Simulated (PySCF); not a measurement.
Two species compared at the same levels of theory.

First species: C5H8Cl2O.
SMILES: `ClC(Cl)[C@H]1CCOC1`

Second species: C₅H₁₂N₂Si₂.
Geometry (GFN2-xTB, Å), atoms numbered from 1 in this order:
```
atom  x, y, z in Å
C1    -3.5086    0.1385    0.4478
N2    -2.3288   -0.6841    0.5609
Si3   -0.9718   -0.4948   -0.4942
C4    -0.2456    1.2470   -0.5469
C5     0.9820    1.5730   -0.1513
Si6    2.2058    0.3403    0.5628
N7     3.6242    0.4093   -0.4249
C8     1.5507   -1.4165    0.4553
C9     0.3139   -1.7329    0.0868
H10   -4.3686   -0.3727    0.8855
H11   -3.3980    1.1122    0.9395
H12   -3.7088    0.3125   -0.6070
H13   -2.1513   -0.9485    1.5184
H14   -1.4804   -0.8302   -1.8385
H15   -0.8960    2.0291   -0.9336
H16    1.3017    2.6091   -0.2209
H17    2.4313    0.6760    1.9924
H18    4.0337    1.3088   -0.6188
H19    4.3526   -0.2691   -0.2713
H20    2.2333   -2.2124    0.7420
H21    0.0197   -2.7777    0.0702
```

Levels: PBE0/pcSseg-1 for HOMO energy, LUMO energy and HOMO–LUMO gap. Geometries: GFN2-xTB. Each structure is a single optimised conformer of the isolated species, non-relativistic unless stated; the electronic structure was computed with PySCF and density fitting.

Dipoles, sizes and rotational constants follow the conformer. The torsions of the flexible species, by atom-mapped SMILES:
- `[CH3:1][NH:2][Si@H:3]1[CH:4]=[CH:5][Si@H:6]([NH2:7])[CH:8]=[CH:9]1`: C1–N2–Si3–C4 55°, H–N7–Si6–C5 51°, H–N7–Si6–C5 -172°

The conformers of `ClC(Cl)[C@H]1CCOC1` aren't listed.

Values for the first species:

| Property | Result |
| --- | --- |
| HOMO energy | -7.69 eV |
| LUMO energy | 0.11 eV |
| HOMO–LUMO gap | 7.80 eV |

Q: Estimate the same properties for the second species, and the change in each.

A: 
| property | first | second | second less first |
| --- | --- | --- | --- |
| HOMO energy | -7.69 eV | -6.46 eV | +1.23 eV |
| LUMO energy | 0.11 eV | -0.76 eV | -0.87 eV |
| HOMO–LUMO gap | 7.80 eV | 5.70 eV | -2.10 eV |

